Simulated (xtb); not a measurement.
C3H6O2Si, SMILES C1C(O[SiH2]C1)=O. All values are semi-empirical tight-binding results from xtb (GFN2-xTB unless named), good for trends rather than for accurate numbers. Coordinates come from a GFN2-xTB optimisation. One conformer was computed; it need not be the lowest.

```
Item                                           Result
--------------------------------------  -------------
orbital gap                                   4.89 eV
dipole moment                                  4.58 D
zero-point energy                       53.1 kcal/mol
G − E(el) at 298.15 K (modified RRHO)   34.1 kcal/mol
static polarisability (D4 model)           68.1 bohr³
solvation energy, GFN2-xTB/ALPB(water)  -3.4 kcal/mol
solvation energy, GFN2-xTB/ALPB(chcl3)  -7.4 kcal/mol
```
